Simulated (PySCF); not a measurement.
C2H11NSi3, SMILES C1[SiH2]N([SiH2]C1)[SiH3].

Coordinates come from a PBE0-D3(BJ)/def2-SVP optimisation. The structure was generated by enumeration, and PubChem lists no compound with its InChIKey, so it may never have been made. One conformer was computed; it need not be the lowest.

The numbers are results of PySCF with TDA-PBE/def2-SVPD, not measurements.

Vertical excitations. Gas-phase values at a fixed geometry.

Computed lowest excited states:
```json
[
 {"state": "S1", "energy (eV)": "5.33", "λ (nm)": "233", "f": "0.002", "main pairs": "HOMO→LUMO 99 %"},
 {"state": "S2", "energy (eV)": "5.62", "λ (nm)": "220", "f": "0.007", "main pairs": "HOMO→LUMO+1 100 %"},
 {"state": "S3", "energy (eV)": "6.18", "λ (nm)": "201", "f": "0.005", "main pairs": "HOMO→LUMO+2 99 %"},
 {"state": "S4", "energy (eV)": "6.28", "λ (nm)": "198", "f": "0.000", "main pairs": "HOMO−1→LUMO 97 %"},
 {"state": "S5", "energy (eV)": "6.34", "λ (nm)": "196", "f": "0.035", "main pairs": "HOMO→LUMO+3 94 %"},
 {"state": "S6", "energy (eV)": "6.46", "λ (nm)": "192", "f": "0.012", "main pairs": "HOMO→LUMO+4 94 %"},
 {"state": "T1", "energy (eV)": "5.07", "λ (nm)": "245", "f": "0", "main pairs": "HOMO→LUMO 99 %"},
 {"state": "T2", "energy (eV)": "5.53", "λ (nm)": "224", "f": "0", "main pairs": "HOMO→LUMO+1 99 %"}
]
```
Triplets are in the Tamm–Dancoff approximation.
